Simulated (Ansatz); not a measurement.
Z-matrix (Å, degrees):
```
Si
Se 1 2.265
O 1 1.615 2 112.5
F 1 1.589 2 110.3 3 -119.1
H 1 1.474 2 107.8 3 122.6
H 2 1.470 1 91.9 3 60.2
Si 3 1.645 1 144.4 2 4.8
H 7 1.485 3 109.9 1 -50.9
H 7 1.481 3 107.4 1 -170.5
H 7 1.483 3 109.9 1 69.8
```

Charge 0, multiplicity 1.

(1) List the PBE/def2-TZVPP orbital energies in eV (the Gaussian-basis code of Ansatz). (Best estimate.)

## Answers

(1) Computed: Occupied: -12302.50, -1781.56, -1780.42, -1562.50, -1403.28, -1403.25, -1403.20, -660.04, -510.83, -205.49, -150.83, -150.73, -150.56, -139.07, -138.09, -95.84, -95.83, -95.77, -94.88, -94.80, -94.79, -53.94, -53.92, -53.79, -53.71, -53.69, -29.81, -25.31, -17.91, -14.94, -12.91, -11.54, -11.34, -10.88, -10.11, -9.98, -9.70, -9.21, -8.34, -7.92, -7.56, -6.32. Lowest empty: -1.11, -0.93, -0.17, -0.08, 0.57, 0.75, 0.95, 1.01.
